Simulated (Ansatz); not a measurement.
**Correcting a cheap level on fluorocarbon molecules**

The vertical ionisation energy (cation less neutral) in eV of 8 fluorocarbon molecules: x at B3LYP-D4/def2-TZVPP, y at CCSD(T)/def2-TZVPP. Shapes, held fixed at every level: PBE0-D4/def2-TZVP. Flexible molecules stand in one conformer, not always the lowest. Programs: Ansatz 0.2.0.

| molecule | x (eV) | y (eV) |
| --- | --- | --- |
| C5H6F2 (SMILES FC1=CCCC1F) | 9.70 | 9.91 |
| C4H3F5 (SMILES C/C(F)=C(\F)C(F)(F)F) | 10.22 | 10.41 |
| C5H3F5 (SMILES FC1=C(F)C(F)(F)C(F)C1) | 10.28 | 10.47 |
| C2H2F2 (1,2-difluoroethene) | 10.30 | 10.41 |
| C4H3F5 (SMILES FC1C(F)C(F)(F)C1F) | 11.48 | 11.93 |
| C4H3F5 (SMILES FC1CC(F)(F)C1(F)F) | 11.51 | 11.91 |
| C4H6F4 (SMILES FCC(F)C(F)CF) | 11.53 | ? |
| C4F8 (octafluorocyclobutane) | 11.68 | 12.10 |

Question: Fit y = c + s·x to the known rows and predict y for C4H6F4.

Answer: 
1. Means of the 7 rows: x = 10.7386, y = 11.020.
2. Σ(Δx)² = 3.7813, Σ(Δx·Δy) = 4.3669, so the slope is 4.3669/3.7813 = 1.1549.
3. Intercept: 11.020 − (1.1549) × 10.7386 = -1.382. The largest residual of the fit is 0.10.
4. C4H6F4: -1.382 + 1.1549 × 11.53 = 11.93 eV.

CCSD(T)/def2-TZVPP gives 12.19 eV, so the prediction is off by -0.26 eV, more than the largest residual. Uncorrected, B3LYP-D4/def2-TZVPP misses C4H6F4 by -0.66 eV, and the other rows by 0.28 on average. The line removes about 60 % of this miss. Left out in turn, the other rows are missed by 0.06 eV on average, so the withheld one doesn't follow the line. Cations run unrestricted.
